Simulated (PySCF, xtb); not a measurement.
C2H4F2OSi, SMILES O=C[Si@@H](F)CF. Other conformers were not sampled.

Harmonic wavenumbers (cm⁻¹) from GFN2-xTB (xtb) at its own minimum, in rising order: 40, 50, 95, 157, 198, 278, 376, 563, 604, 673, 722, 743, 785, 832, 1027, 1195, 1276, 1357, 1421, 1751, 2378, 2708, 2935, 2960.

What does B3LYP-D3(BJ)/def2-SVP in PySCF give at its own minimum? (The exact figures need the calculation; the answer reports its results.)

58, 76, 120, 159, 242, 297, 365, 617, 677, 739, 778, 839, 899, 926, 1073, 1238, 1313, 1377, 1450, 1774, 2265, 2829, 3019, 3075. Paired by order, the mean absolute difference is 55 cm⁻¹ and the zero-point energies are 35.9 and 37.5 kcal/mol.
